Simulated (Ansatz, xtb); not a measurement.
**Two structures of H3NSi3**

Structure I is a singlet given by its coordinates and structure II is a singlet given by its coordinates. Both are isolated molecules in the gas phase, relaxed with B3LYP-D3(BJ)/def2-SVP.

I (Å):

| atom | x (Å) | y (Å) | z (Å) |
| --- | --- | --- | --- |
| N | 1.2385 | -0.1248 | -0.9414 |
| Si | -0.2667 | -0.4481 | -0.2077 |
| Si | -1.0746 | 0.7670 | 1.4390 |
| Si | 2.5959 | 0.2625 | -1.6634 |
| H | -0.8742 | 2.2361 | 1.2481 |
| H | -2.5218 | 0.4640 | 1.6652 |
| H | -0.5732 | -1.9095 | -0.2466 |

Close contacts (Å): N1–Si2 1.71, N1–Si4 1.59, Si2–Si3 2.20, Si2–H7 1.49, Si3–H5 1.49, Si3–H6 1.50.

II (Å):

```yaml
atoms:
  - { symbol: N, position_ang: [2.3608, 2.0140, -0.7263] }
  - { symbol: Si, position_ang: [0.7844, -0.5287, -1.1508] }
  - { symbol: Si, position_ang: [2.7885, 0.7133, -1.7644] }
  - { symbol: Si, position_ang: [2.0633, 3.2786, 0.2036] }
  - { symbol: H, position_ang: [0.6021, -1.8636, -1.8050] }
  - { symbol: H, position_ang: [-0.4117, 0.3132, -1.4792] }
  - { symbol: H, position_ang: [0.7959, -0.7401, 0.3333] }
```

Close contacts (Å): N1–Si3 1.72, N1–Si4 1.60, Si2–Si3 2.44, Si2–H5 1.50, Si2–H6 1.50, Si2–H7 1.50.

Energies in hartree; the thermal terms are from B3LYP-D3(BJ)/def2-SVP harmonic frequencies (ideal gas, rigid rotor, one conformer each, 298.15 K, 1 atm) and include the zero-point energy:

```
                               I           II
E, CCSD(T)/def2-TZVP  −923.577399  −923.580814
   zero-point energy     0.029489     0.029666
        H(298 K) − E     0.036915     0.037265
        G(298 K) − E    −0.001277    −0.001965
```

Q: Work out ΔE, ΔE₀, ΔH and ΔG for I → II in kcal/mol (1 Eh = 627.51 kcal/mol) and the equilibrium ratio [II]/[I].

A: 1. ΔE = −923.580814 − (−923.577399) = −0.003415 Eh = −2.14 kcal/mol.
2. ΔE₀ = ΔE + ΔZPE = −0.003415 + (+0.000177) Eh = −2.03 kcal/mol.
3. ΔH = ΔE + (+0.000350) Eh = −1.92 kcal/mol.
4. ΔG = ΔE + (−0.000688) Eh = −2.57 kcal/mol, so ΔS = (ΔH − ΔG)/T = +9.1 J/(mol K).
5. kT = 0.9442 mEh, so K = [II]/[I] = exp(−ΔG/kT) = exp(+4.35) ≈ 77.

Structure II is favoured at this temperature. An error of 1 kcal/mol in ΔG would change K by a factor of 5.4. r2SCAN-D4/def2-SVP gave ΔE the other sign. Large T1 diagnostics make the coupled-cluster value less sure. Mirror images and further conformers aren't counted.

Other levels gave ΔE = −11.3 (GFN2-xTB); −28.7 (HF/STO-3G, GFN2-xTB geometries); +3.1 (r2SCAN-D4/def2-SVP, GFN2-xTB geometries); −3.8 (B3LYP-D3(BJ)/def2-SVP); −8.1 (HF/def2-TZVP); −2.1 (MP2/def2-TZVP) kcal/mol. The correlated steps freeze 16 core orbitals. Programs: Ansatz 0.2.0, xtb 6.7.1.
